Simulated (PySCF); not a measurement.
PySCF 2.14 output of an unrestricted r2SCAN calculation on a single atom or ion in ANO-RCC-VTZP, with the spin-free X2C one-electron Hamiltonian (Gaussian nucleus):

```
SCF conv_tol = 1e-09
number electrons alpha = 15  beta = 11
    J. W. Furness, A. D. Kaplan, J. Ning, J. P. Perdew, and J. Sun.,  J. Phys. Chem. Lett. 11, 8208-8215 (2020)
    J. W. Furness, A. D. Kaplan, J. Ning, J. P. Perdew, and J. Sun.,  J. Phys. Chem. Lett. 11, 9248-9248 (2020)
    J. W. Furness, A. D. Kaplan, J. Ning, J. P. Perdew, and J. Sun.,  J. Phys. Chem. Lett. 11, 8208-8215 (2020)
    J. W. Furness, A. D. Kaplan, J. Ning, J. P. Perdew, and J. Sun.,  J. Phys. Chem. Lett. 11, 9248-9248 (2020)
cycle= 1 E= -1392.71971754014  delta_E= -0.00697  |g|= 0.076  |ddm|= 0.133
cycle= 2 E= -1392.71844650947  delta_E= 0.00127  |g|= 0.114  |ddm|= 0.0654
cycle= 3 E= -1392.72086857369  delta_E= -0.00242  |g|= 0.00606  |ddm|= 0.0377
cycle= 4 E= -1392.72089809304  delta_E= -2.95e-05  |g|= 0.00243  |ddm|= 0.019
cycle= 5 E= -1392.7209025923  delta_E= -4.5e-06  |g|= 0.000384  |ddm|= 0.0107
cycle= 6 E= -1392.72090264761  delta_E= -5.53e-08  |g|= 0.000109  |ddm|= 0.000458
cycle= 7 E= -1392.72090265671  delta_E= -9.1e-09  |g|= 1.01e-05  |ddm|= 0.000437
cycle= 8 E= -1392.72090265679  delta_E= -8.19e-11  |g|= 1.24e-06  |ddm|= 2.53e-05
converged SCF energy = -1392.72090265679  <S^2> = 6.0024086  2S+1 = 5.0009633
```

The run itself started from symmetry-adapted Hartree-Fock orbitals and held the occupation by maximum overlap, on a logarithmic radial grid, so the iterations belong to that start.

Task: Which element, charge and spin multiplicity is this?

Result: Co⁺ (cobalt, charge +1), multiplicity 5; the state was [Ar] 3d7 4p1, one real determinant (an excited configuration).

⟨L²⟩ = 13.94 against 20 for a pure G term, so this real determinant mixes terms.
